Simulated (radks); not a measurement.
The numbers below are computed, except where a source is named.
Successive ionisation energies (eV) of one element, from differences of total energies of ions in their ground configurations, starting at charge 0: 9.938, 23.842, 35.155, 47.047, 71.768, 87.965, 283.46, 330.01, 376.98, 451.97, 507.31, 562.69, 647.54. Code: a radial shooting solver on a logarithmic mesh with Libxc functionals. Model: scalar-relativistic Kohn-Sham, r2SCAN, spin-polarised, spherical densities, finite nucleus; open shells are filled with parallel spins first; meta-GGA in the generalised Kohn-Sham scheme; Fermi nuclear charge, rms radius 3.2611 fm. Which element is it?

Answer. Sulfur (Z = 16). The first species listed is S in [Ne] 3s2 3p4, the last S12+ in [He] 2s2.
